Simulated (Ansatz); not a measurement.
Born–Oppenheimer molecular dynamics of AlF₂GeH₅O (10 atoms, charge 0, multiplicity 1). It starts at the highest image of a converged band, a first-order saddle point between two minima.

Method: RKS BHLYP/def2-SVP in Ansatz.

| Item | Value |
| --- | --- |
| ensemble | NVE (velocity Verlet) |
| time step | 0.5 fs |
| steps asked | 200 |
| starting velocities drawn for | 100 K |
| seed | 5496 |

First frame:

```xyz
10
Properties=species:S:1:pos:R:3
Ge -0.346 0.071 0.045
F -0.093 0.517 2.052
H 0.808 -0.898 -0.057
H -0.255 1.494 -0.452
F -1.461 -0.656 -1.375
O -1.780 -0.414 0.987
Al -2.899 -1.126 -0.270
H -2.977 -2.694 -0.221
H -4.114 -0.195 -0.627
H -1.083 0.057 1.938
```

(1) How far do the bonds stretch over the last three quarters of this one trajectory? (Pairs bonded in most of those frames.)

Results:

(1) 
| bond | mean (Å) | spread (Å) | shortest | longest |
| --- | --- | --- | --- | --- |
| Ge1–F2 | 1.799 | 0.138 | 1.58 | 2.02 |
| Ge1–H3 | 1.511 | 0.003 | 1.51 | 1.52 |
| Ge1–H4 | 1.511 | 0.002 | 1.51 | 1.52 |
| Ge1–F5 | 2.213 | 0.175 | 1.96 | 2.61 |
| Ge1–O6 | 1.878 | 0.082 | 1.75 | 2.00 |
| F5–Al7 | 1.758 | 0.058 | 1.65 | 1.87 |
| O6–Al7 | 1.989 | 0.186 | 1.73 | 2.23 |
| O6–H10 | 0.964 | 0.037 | 0.91 | 1.03 |
| Al7–H8 | 1.570 | 0.017 | 1.54 | 1.60 |
| Al7–H9 | 1.571 | 0.016 | 1.54 | 1.60 |

Pairs bonded in part of these frames only: Ge1–F5 61 %, Ge1–Al7 28 %.

Mean temperature of the second half: 694 K. The conserved energy stayed within 0.2 meV per atom of its start (net change -0.13 meV per atom), so the integration is sound. The kinetic energy rose, since the run started high on the potential surface and went downhill. A run of 0.1 ps of so small a system gives no equilibrium averages. The orbitals stay closed-shell, which can raise the energy where a bond breaks towards radicals; this wasn't checked here.

The run took 6.4 min on 4 threads of Arm Neoverse V2, with other jobs on the host, peak memory 0.3 GiB.
